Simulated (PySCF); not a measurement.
Compound: C8H8N (charge +1).
Atom-mapped SMILES: `[CH:1]#[C:2][c:3]1[cH:4][cH:5][c:6]([NH3+:7])[cH:8][cH:9]1` (hydrogens: H10 on C1; H11 on C4; H12 on C5; H13, H14, H15 on N7; H16 on C8; H17 on C9)

Level of theory: PySCF 2.14.0, density-fitted response routines, TDDFT CAM-B3LYP/def2-SVPD, vertical, gas phase, core orbitals frozen in the response. Isolated species at its PBE0-D3(BJ)/def2-SVP geometry, gas phase.

Q: List the vertical singlet excitations with oscillator strengths and describe the spectrum.

A: 

| state | E (eV) | E (hartree) | f | main configurations (H = HOMO, L = LUMO) |
| --- | --- | --- | --- | --- |
| S1 | 4.94 | 0.1815 | 0.0000 | H-1→L (88%) |
| S2 | 4.98 | 0.1829 | 0.260 | H→L (76%), H→L+2 (9%) |
| S3 | 5.05 | 0.1857 | 0.077 | H→L+2 (56%), H-2→L (25%), H→L (14%) |
| S4 | 5.83 | 0.2144 | 0.0001 | H→L+1 (92%) |
| S5 | 6.20 | 0.2280 | 0.202 | H-2→L (59%), H→L+2 (33%) |
| S6 | 6.25 | 0.2297 | 0.0007 | H-1→L+2 (96%) |

The lowest singlet lies at 4.94 eV (251 nm, ultraviolet) and is dark (f under 0.0005); its leading configuration is HOMO-1→LUMO (88%). The most intense listed level is S2 at 4.98 eV (249 nm, f = 0.260), 0.04 eV above S1. Löwdin shares by element: HOMO carbon 74% or more (atoms not listed hold the other 26%); LUMO carbon 54% or more (atoms not listed hold the other 46%). Orbital energies (eV): HOMO-3 -14.35, HOMO-2 -13.10, HOMO-1 -12.68, HOMO -11.86, LUMO -4.29, LUMO+1 -4.00, LUMO+2 -3.72. The oscillator strengths of these states sum to 0.540; summed over the whole spectrum of an exact calculation they would give the number of electrons, 62 (Thomas–Reiche–Kuhn). Weighted by f, the mean energy of these states is 5.45 eV. Singlets were solved by full linear response.
